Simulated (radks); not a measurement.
Species: Pd26+. Configuration: [Ar] 3d1.5 4f0.5 (fractional occupations, a model configuration). Method: scalar-relativistic Kohn-Sham, SCAN, spin-unpolarised, spherical densities, finite nucleus; meta-GGA in the generalised Kohn-Sham scheme; Fermi nuclear charge, rms radius 4.5318 fm; computed with a radial shooting solver on a logarithmic mesh with Libxc functionals. Some entries of the table are withheld. Estimate them.

orbital  occ.  eigenvalue (hartree)  <1/r> (bohr^-1)  r(max) (bohr)
1s          2             -933.0658            48.23        0.02066
2s          2             -172.9093            11.04         0.1163
2p          6             -159.5741            10.65        0.09314
3s          2                   (1)            4.227         0.3245
3p          6             -55.17566              (2)            (3)
3d        1.5             -49.06366            3.886            (4)
4f        0.5             -22.84520            1.833         0.5431

Answer. 
(1) 3s eigenvalue (hartree): -59.58099
(2) 3p <1/r> (bohr^-1): 4.069
(3) 3p r(max) (bohr): 0.3144
(4) 3d r(max) (bohr): 0.2550
